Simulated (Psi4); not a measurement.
Job for Psi4: SAPT0/aug-cc-pVDZ on CH9GeN (a complex), monomers drawn apart or pushed together.

```
memory 1800 MB

molecule dimer {
0 1
Ge   -0.11633913   -0.18633466    0.27624176
H    -0.49513572   -0.10737616   -1.21030358
H     1.11741138   -1.08656079    0.44048816
H    -1.28880555   -0.77367958    1.07495295
H     0.20355214    1.22091648    0.80055634
--
0 1
C    -0.36723617    0.71827870    5.47471449
N     0.74642998   -0.16723781    5.14268937
H     0.01781873    1.60356780    5.98303519
H    -1.03451561    0.20915162    6.17178010
H    -0.96715939    1.05509358    4.61846264
H     1.39670575    0.28272673    4.51053844
H     0.42067578   -1.01138559    4.68857020
units angstrom
symmetry c1
no_reorient
no_com
}

set {
  basis aug-cc-pVDZ
  scf_type df
  freeze_core true
}

energy('sapt0')
```

Program output:

```
[...]
==> Input File <==

--------------------------------------------------------------------------
memory 1800 MB

molecule dimer {
0 1
Ge   -0.11633913   -0.18633466    0.27624176
H    -0.49513572   -0.10737616   -1.21030358
H     1.11741138   -1.08656079    0.44048816
H    -1.28880555   -0.77367958    1.07495295
H     0.20355214    1.22091648    0.80055634
--
0 1
C    -0.36723617    0.71827870    5.47471449
N     0.74642998   -0.16723781    5.14268937
H     0.01781873    1.60356780    5.98303519
H    -1.03451561    0.20915162    6.17178010
H    -0.96715939    1.05509358    4.61846264
H     1.39670575    0.28272673    4.51053844
H     0.42067578   -1.01138559    4.68857020
units angstrom
symmetry c1
no_reorient
no_com
}

set {
  basis aug-cc-pVDZ
  scf_type df
  freeze_core true
}

energy('sapt0')
--------------------------------------------------------------------------


   => Loading Basis Set <=

    Name: AUG-CC-PVDZ
    Role: ORBITAL
    Keyword: BASIS
    atoms 1         entry GE         line  2999 file aug-cc-pvdz.gbs
    atoms 2-5, 8-12 entry H          line    40 file aug-cc-pvdz.gbs
    atoms 6         entry C          line   182 file aug-cc-pvdz.gbs
    atoms 7         entry N          line   218 file aug-cc-pvdz.gbs

   => Loading Basis Set <=

    Name: AUG-CC-PVDZ
    Role: ORBITAL
    Keyword: BASIS
    atoms 1         entry GE         line  2999 file aug-cc-pvdz.gbs
    atoms 2-5, 8-12 entry H          line    40 file aug-cc-pvdz.gbs
    atoms 6         entry C          line   182 file aug-cc-pvdz.gbs
    atoms 7         entry N          line   218 file aug-cc-pvdz.gbs


  //>>>>>>>>>>>>>>>>>>>>>>>>>>>>>>>>>>>//
  //              Dimer HF             //
  //<<<<<<<<<<<<<<<<<<<<<<<<<<<<<<<<<<<//

   => Libint2 <=

    Primary   basis highest AM E, G, H:  7, 6, 3
    Auxiliary basis highest AM E, G, H:  7, 7, 4
    Onebody   basis highest AM E, G, H:  -, -, -
    Solid Harmonics ordering:            Gaussian


   => Loading Basis Set <=

    Name: AUG-CC-PVDZ
    Role: ORBITAL
    Keyword: BASIS
    atoms 1         entry GE         line  2999 file aug-cc-pvdz.gbs
    atoms 2-5, 8-12 entry H          line    40 file aug-cc-pvdz.gbs
    atoms 6         entry C          line   182 file aug-cc-pvdz.gbs
    atoms 7         entry N          line   218 file aug-cc-pvdz.gbs


         ---------------------------------------------------------
                                   SCF
               by Justin Turney, Rob Parrish, Andy Simmonett
                          and Daniel G. A. Smith
                              RHF Reference
                        1 Threads,   1716 MiB Core
         ---------------------------------------------------------

  ==> Geometry <==

    Molecular point group: c1
    Full point group: C1

    Geometry (in Angstrom), charge = 0, multiplicity = 1:

       Center              X                  Y                   Z               Mass
    ------------   -----------------  -----------------  -----------------  -----------------
         GE          -0.116339130000    -0.186334660000     0.276241760000    73.921177761000
         H           -0.495135720000    -0.107376160000    -1.210303580000     1.007825032230
         H            1.117411380000    -1.086560790000     0.440488160000     1.007825032230
         H           -1.288805550000    -0.773679580000     1.074952950000     1.007825032230
         H            0.203552140000     1.220916480000     0.800556340000     1.007825032230
         C           -0.367236170000     0.718278700000     5.474714490000    12.000000000000
         N            0.746429980000    -0.167237810000     5.142689370000    14.003074004430
         H            0.017818730000     1.603567800000     5.983035190000     1.007825032230
         H           -1.034515610000     0.209151620000     6.171780100000     1.007825032230
         H           -0.967159390000     1.055093580000     4.618462640000     1.007825032230
         H            1.396705750000     0.282726730000     4.510538440000     1.007825032230
         H            0.420675780000    -1.011385590000     4.688570200000     1.007825032230

  Running in c1 symmetry.

  Rotational constants: A =      0.52273  B =      0.01892  C =      0.01868 [cm^-1]
  Rotational constants: A =  15671.06774  B =    567.22118  C =    559.93964 [MHz]
  Nuclear repulsion =  154.875449132711310

  Charge       = 0
  Multiplicity = 1
  Electrons    = 54
  Nalpha       = 27
  Nbeta        = 27

  ==> Algorithm <==

  SCF Algorithm Type is DF.
  DIIS enabled.
  MOM disabled.
  Fractional occupation disabled.
  Guess Type is SAD.
  Energy threshold   = 1.00e-08
  Density threshold  = 1.00e-08
  Integral threshold = 1.00e-12

  ==> Primary Basis <==

  Basis Set: AUG-CC-PVDZ
    Blend: AUG-CC-PVDZ
    Number of shells: 77
    Number of basis functions: 163
    Number of Cartesian functions: 170
    Spherical Harmonics?: true
    Max angular momentum: 2

   => Loading Basis Set <=

    Name: (AUG-CC-
[...]
   8.889606   153A      8.894903
     154A     16.144208   155A     16.147476   156A     16.229188
     157A     16.229806   158A     16.301893   159A     33.132385
     160A    109.435580   161A    109.435742   162A    109.442121
     163A    580.966894

    Final Occupation by Irrep:
              A
    DOCC [     9 ]
    NA   [     9 ]
    NB   [     9 ]

  @DF-RHF Final Energy:   -95.23075758766809

   => Energetics <=

    Nuclear Repulsion Energy =             42.0256125744088394
    One-Electron Energy =                -211.3321013094104330
    Two-Electron Energy =                  74.0757311473335136
    Total Energy =                        -95.2307575876680943

Computation Completed


Properties will be evaluated at   0.000000,   0.000000,   0.000000 [a0]

Properties computed using the SCF density matrix


 Multipole Moments:

 ------------------------------------------------------------------------------------
     Multipole            Electronic (a.u.)      Nuclear  (a.u.)        Total (a.u.)
 ------------------------------------------------------------------------------------

 L = 1.  Multiply by 2.5417464519 to convert [e a0] to [Debye]
 Dipole X            :         -5.6341041            5.3953913           -0.2387128
 Dipole Y            :         -9.8577374            9.9742800            0.1165426
 Dipole Z            :       -179.6437386          179.1828847           -0.4608539
 Magnitude           :                                                    0.5319326

 ------------------------------------------------------------------------------------

  Constructing Basis Sets for SAPT...

   => Loading Basis Set <=

    Name: (AUG-CC-PVDZ AUX)
    Role: RIFIT
    Keyword: DF_BASIS_SAPT
    atoms 1         entry GE         line   760 file aug-cc-pvdz-ri.gbs
    atoms 2-5, 8-12 entry H          line    30 file aug-cc-pvdz-ri.gbs
    atoms 6         entry C          line   112 file aug-cc-pvdz-ri.gbs
    atoms 7         entry N          line   158 file aug-cc-pvdz-ri.gbs

   => Loading Basis Set <=

    Name: (AUG-CC-PVDZ AUX)
    Role: JKFIT
    Keyword: DF_BASIS_ELST
    atoms 1         entry GE         line  1047 file aug-cc-pvdz-jkfit.gbs
    atoms 2-5, 8-12 entry H          line    70 file aug-cc-pvdz-jkfit.gbs
    atoms 6         entry C          line   154 file aug-cc-pvdz-jkfit.gbs
    atoms 7         entry N          line   212 file aug-cc-pvdz-jkfit.gbs


  //>>>>>>>>>>>>>>>>>>>>>>>>>>>>>>>>>>>//
  //               SAPT0               //
  //<<<<<<<<<<<<<<<<<<<<<<<<<<<<<<<<<<<//



        SAPT0
    Ed Hohenstein
     6 June 2009

      Orbital Information
  --------------------------
    NSO        =       163
    NMO        =       163
    NRI        =       481
    NRI (Elst) =       654
    NOCC A     =        18
    NOCC B     =         9
    FOCC A     =         9
    FOCC B     =         2
    NVIR A     =       145
    NVIR B     =       154

    Elst10,r            =     0.000002603698 [Eh]
    Exch10              =     0.000057740717 [Eh]
    Exch10 (S^2)        =     0.000057737791 [Eh]

    Maxiter = 50
    CPHF R converge = 1.000000E-08

    Iter     Energy [mEh]          dE [mEh]         Residual      Time [s]
       1      -0.01011014       0.010110136     4.092044e-04             1
       2      -0.01179113       0.001680998     6.388193e-05             1
       3      -0.01188236       0.000091226     1.096357e-05             1
       4      -0.01185649      -0.000025873     2.832664e-06             1
       5      -0.01185691       0.000000424     6.119573e-07             1
       6      -0.01185780       0.000000888     5.569080e-08             1
       7      -0.01185774      -0.000000061     7.514722e-09             1

    CHF Iterations converged

    Maxiter = 50
    CPHF R converge = 1.000000E-08

    Iter     Energy [mEh]          dE [mEh]         Residual      Time [s]
       1      -0.01233997       0.012339967     3.605371e-04             0
       2      -0.01439068       0.002050712     9.662857e-05             0
       3      -0.01439735       0.000006670     4.308588e-05             1
       4      -0.01434710      -0.000050252     1.334229e-05             1
       5      -0.01434520      -0.000001901     3.380191e-06             1
       6      -0.01435033       0.000005134     6.698680e-07             1
       7      -0.01434982      -0.000000514     2.237911e-07             1
       8      -0.01434965      -0.000000164     4.319860e-08             1
       9      -0.01434970       0.000000049     7.117061e-09             1

    CHF Iterations converged

    Ind20,r (A<-B)      =    -0.000011857739 [Eh]
    Ind20,r (B<-A)      =    -0.000014349700 [Eh]
    Ind20,r             =    -0.000026207439 [Eh]
    Exch-Ind20,r (A<-B) =     0.000003907802 [Eh]
    Exch-Ind20,r (B<-A) =     0.000011852059 [Eh]
    Exch-Ind20,r        =     0.000015759861 [Eh]
    Disp20              =    -0.000583815929 [Eh]
    Disp20 (SS)         =    -0.000291907965 [Eh]
    Disp20 (OS)         =    -0.000291907965 [Eh]
    Exch-Disp20         =     0.000009332532 [Eh]
    Exch-Disp20 (SS)    =     0.000006828448 [Eh]
    Exch-Disp20 (OS)    =     0.000002504085 [Eh]

    SAPT Results
  --------------------------------------------------------------------------------------------------------
    Electrostatics                  0.00260370 [mEh]       0.00163385 [kcal/mol]       0.00683601 [kJ/mol]
      Elst10,r                      0.00260370 [mEh]       0.00163385 [kcal/mol]       0.00683601 [kJ/mol]

    Exchange                        0.05774072 [mEh]       0.03623285 [kcal/mol]       0.15159823 [kJ/mol]
      Exch10                        0.05774072 [mEh]       0.03623285 [kcal/mol]       0.15159823 [kJ/mol]
      Exch10(S^2)                   0.05773779 [mEh]       0.03623101 [kcal/mol]       0.15159055 [kJ/mol]

    Induction                      -0.01406470 [mEh]      -0.00882573 [kcal/mol]      -0.03692687 [kJ/mol]
      Ind20,r                      -0.02620744 [mEh]      -0.01644542 [kcal/mol]      -0.06880762 [kJ/mol]
      Exch-Ind20,r                  0.01575986 [mEh]       0.00988946 [kcal/mol]       0.04137751 [kJ/mol]
      delta HF,r (2)               -0.00361713 [mEh]      -0.00226978 [kcal/mol]      -0.00949676 [kJ/mol]

    Dispersion                     -0.57448340 [mEh]      -0.36049377 [kcal/mol]      -1.50830595 [kJ/mol]
      Disp20                       -0.58381593 [mEh]      -0.36635003 [kcal/mol]      -1.53280851 [kJ/mol]
      Exch-Disp20                   0.00933253 [mEh]       0.00585625 [kcal/mol]       0.02450256 [kJ/mol]
      Disp20 (SS)                  -0.29190796 [mEh]      -0.18317501 [kcal/mol]      -0.76640426 [kJ/mol]
      Disp20 (OS)                  -0.29190796 [mEh]      -0.18317501 [kcal/mol]      -0.76640426 [kJ/mol]
      Exch-Disp20 (SS)              0.00682845 [mEh]       0.00428492 [kcal/mol]       0.01792809 [kJ/mol]
      Exch-Disp20 (OS)              0.00250408 [mEh]       0.00157134 [kcal/mol]       0.00657447 [kJ/mol]

  Total HF                          0.04627971 [mEh]       0.02904096 [kcal/mol]       0.12150737 [kJ/mol]
  Total SAPT0                      -0.52820369 [mEh]      -0.33145282 [kcal/mol]      -1.38679858 [kJ/mol]

  Special recipe for scaled SAPT0 (see Manual):
    Electrostatics sSAPT0           0.00260370 [mEh]       0.00163385 [kcal/mol]       0.00683601 [kJ/mol]
    Exchange sSAPT0                 0.05774072 [mEh]       0.03623285 [kcal/mol]       0.15159823 [kJ/mol]
    Induction sSAPT0               -0.01406231 [mEh]      -0.00882423 [kcal/mol]      -0.03692058 [kJ/mol]
    Dispersion sSAPT0              -0.57448198 [mEh]      -0.36049288 [kcal/mol]      -1.50830223 [kJ/mol]
  Total sSAPT0                     -0.52819987 [mEh]      -0.33145042 [kcal/mol]      -1.38678857 [kJ/mol]
  --------------------------------------------------------------------------------------------------------



*** Psi4 exiting successfully. Buy a developer a beer!
```

The run finished.

Cost: around 29 core-seconds (rough).
